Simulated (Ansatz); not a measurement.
`O[Si](O)(Cl)[SiH](Cl)Cl` + `O[SiH2]N[SiH2]Cl` → `O[Si](O)(Cl)N[SiH2]Cl` + `O[SiH2][SiH](Cl)Cl`  (redistribution)

Calculated with Ansatz (gas phase, PBE0-D4/def2-TZVP geometries, no zero-point term in ΔE). CCSD(T)/CBS is the MP2 limit (def2-TZVPP, def2-QZVPP) plus CCSD(T) − MP2 in def2-TZVPP, frozen cores. Functionals use def2-TZVPP. B3LYP here is the variant with VWN-RPA as its local correlation; programs differ in this. Each species was taken in one conformer, which may not be the lowest.

```
             level  ΔE (kJ/mol)  difference from CCSD(T)/CBS
            PBE-D4         -5.3                          1.2
         r2SCAN-D4         -8.5                         -2.0
           PBE0-D4         -7.8                         -1.3
          B3LYP-D4         -5.6                          0.9
           ωB97X-V         -7.5                         -1.0
           ωB97M-V         -8.1                         -1.6
            B2PLYP         -4.0                          2.5
               PBE         -3.8                          2.7
            r2SCAN         -8.3                         -1.8
              PBE0         -6.6                         -0.1
             B3LYP         -3.2                          3.3
     HF/def2-TZVPP         -7.2                         -0.7
    MP2/def2-TZVPP         -5.3                          1.2
SCS-MP2/def2-TZVPP         -4.8                          1.7
   CCSD/def2-TZVPP         -7.4                         -0.9
CCSD(T)/def2-TZVPP         -7.0                         -0.5
     HF/def2-QZVPP         -6.9                         -0.4
    MP2/def2-QZVPP         -4.9                          1.6
SCS-MP2/def2-QZVPP         -4.4                          2.1
      HF/CBS(def2)         -6.9                         -0.4
     MP2/CBS(def2)         -4.8                          1.7
    CCSD/CBS(def2)         -7.0                         -0.5
       CCSD(T)/CBS         -6.5                            0
```

Largest T1 diagnostic among the species: 0.011.
